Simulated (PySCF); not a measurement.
Isomers of C4H10FNSi2, mass 147.034 u with the commonest isotopes. Theory: PBE0/pcSseg-1 in PySCF (dipole) on a GFN2-xTB geometry, gas phase. One conformer each, none proved a minimum here; rigid rotors.

Question: Order these by rotational constant A, smallest first.
A. `[N:1]#[C:2][CH2:3][SiH2:4][CH2:5][C@H:6]([F:7])[SiH3:8]` with C2–C3–Si4–C5 57°, C3–Si4–C5–C6 82°, Si4–C5–C6–F7 -43°
B. `[CH:1]#[C:2][SiH2:3][CH2:4][Si@@H:5]([F:6])[NH:7][CH3:8]` with C2–Si3–C4–Si5 -54°, Si3–C4–Si5–F6 78°, C4–Si5–N7–C8 -170°
C. `[CH3:1][NH:2][Si@@H:3]1[SiH2:4][C:5]([F:6])=[C:7]1[CH3:8]` with C1–N2–Si3–Si4 -92°

Answer: A (2120 MHz), C (2164 MHz), B (2764 MHz).

Question: Order these by rotational constant B, largest first.
A. `[CH3:1][NH:2][Si@@H:3]1[SiH2:4][C:5]([F:6])=[C:7]1[CH3:8]` with C1–N2–Si3–Si4 -92°
B. `[CH:1]#[C:2][SiH2:3][CH2:4][Si@@H:5]([F:6])[NH:7][CH3:8]` with C2–Si3–C4–Si5 -54°, Si3–C4–Si5–F6 78°, C4–Si5–N7–C8 -170°
C. `[N:1]#[C:2][CH2:3][SiH2:4][CH2:5][C@H:6]([F:7])[SiH3:8]` with C2–C3–Si4–C5 57°, C3–Si4–C5–C6 82°, Si4–C5–C6–F7 -43°

Answer: A (936.5 MHz), C (739.8 MHz), B (723.0 MHz).

Question: Order these by dipole moment, largest first.
A. `[CH:1]#[C:2][SiH2:3][CH2:4][Si@@H:5]([F:6])[NH:7][CH3:8]` with C2–Si3–C4–Si5 -54°, Si3–C4–Si5–F6 78°, C4–Si5–N7–C8 -170°
B. `[N:1]#[C:2][CH2:3][SiH2:4][CH2:5][C@H:6]([F:7])[SiH3:8]` with C2–C3–Si4–C5 57°, C3–Si4–C5–C6 82°, Si4–C5–C6–F7 -43°
C. `[CH3:1][NH:2][Si@@H:3]1[SiH2:4][C:5]([F:6])=[C:7]1[CH3:8]` with C1–N2–Si3–Si4 -92°

Answer: B (4.05 D), C (2.69 D), A (2.30 D).

```
                   SMILES  point group  Ia (u·Å²)  Ib (u·Å²)  Ic (u·Å²)      κ  μa (D)  μb (D)  μc (D)
   C#C[SiH2]C[Si@@H](F)NC           C1     182.82     699.00     844.23  -0.89    1.41    1.80    0.25
 CN[Si@@H]1[SiH2]C(F)=C1C           C1     233.52     539.66     714.73  -0.69    2.64    0.21    0.49
N#CC[SiH2]C[C@H](F)[SiH3]           C1     238.34     683.13     770.78  -0.89    1.99    3.52    0.10
```
